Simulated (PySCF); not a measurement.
C₄H₁₂BNOS.
Atom-mapped SMILES: `[CH3:1][C:2](=[O:3])[NH:4][BH2-:5][S+:6]([CH3:7])[CH3:8]` (hydrogens: H9, H10, H11 on C1; H12 on N4; H13, H14 on B5; H15, H16, H17 on C7; H18, H19, H20 on C8)

Geometry (PBE0-D3(BJ)/def2-SVP, Å), atoms numbered from 1 in this order:
```xyz
20
C4H12BNOS angstrom
C      3.441    0.209   -0.020
C      1.936    0.364    0.043
O      1.392    0.924    0.988
N      1.231   -0.158   -0.984
B     -0.258   -0.020   -1.137
S     -1.128   -0.653    0.570
C     -2.731   -1.180   -0.059
C     -1.601    0.856    1.423
H      3.844    0.695   -0.922
H      3.723   -0.855   -0.058
H      3.884    0.669    0.871
H      1.748   -0.698   -1.664
H     -0.700    1.116   -1.231
H     -0.700   -0.805   -1.961
H     -2.576   -2.118   -0.606
H     -3.420   -1.350    0.779
H     -3.132   -0.419   -0.744
H     -2.177    0.606    2.324
H     -2.179    1.496    0.743
H     -0.647    1.337    1.675
```

Computed with PySCF at B3LYP/def2-SVPD, non-relativistic, on one gas-phase PBE0-D3(BJ)/def2-SVP geometry that isn't relaxed in the solvent. The solvent is an IEF-PCM continuum (cavity from Bondi-type radii × 1.2), and excitations are vertical TDDFT with non-equilibrium linear response and a frozen core. Only the electrostatic response of the medium enters.

Gas-phase singlets (H = HOMO, L = LUMO):

```csv
state,E (eV),λ (nm),f,leading configuration
S1,5.589,222,0.001,H-1→L+3 54%
S2,5.890,210,0.007,H→L 78%
S3,5.977,207,0.004,H→L+1 92%
S4,6.104,203,0.016,H→L+2 71%
S5,6.244,199,0.024,H-1→L 44%
```

How does the list change in dichloromethane (ε = 8.93)?

```csv
state,E (eV),λ (nm),f,leading configuration,change by rank (eV)
S1,5.719,217,0.002,H-1→L 75%,+0.130
S2,6.153,202,0.050,H→L 74%,+0.263
S3,6.190,200,0.025,H→L+2 40%,+0.213
S4,6.253,198,0.045,H→L+2 50%,+0.149
S5,6.588,188,0.061,H-1→L+1 89%,+0.344
```

How do the frontier levels move from gas to dichloromethane?

```csv
orbital,gas (eV),solvent (eV),change (eV)
LUMO+2,0.33,0.40,+0.07
LUMO+1,0.27,0.36,+0.09
LUMO,0.07,0.23,+0.16
HOMO,-6.62,-6.76,-0.14
HOMO-1,-6.84,-7.11,-0.27
HOMO-2,-7.96,-7.95,+0.01
HOMO-3,-8.40,-8.54,-0.14
```

The HOMO–LUMO gap goes from 6.69 to 6.98 eV. Rows go by rank; for LUMO, LUMO+1 and LUMO+2 the atom shares or the degeneracy differ between the runs, so the row needn't follow one orbital.

Time: 2.7 min of wall time; peak memory 1.2 GiB. Hardware: one thread of an Intel Xeon at 2.50 GHz, shared host. This is the whole response run at B3LYP/def2-SVPD in dichloromethane, SCF included.
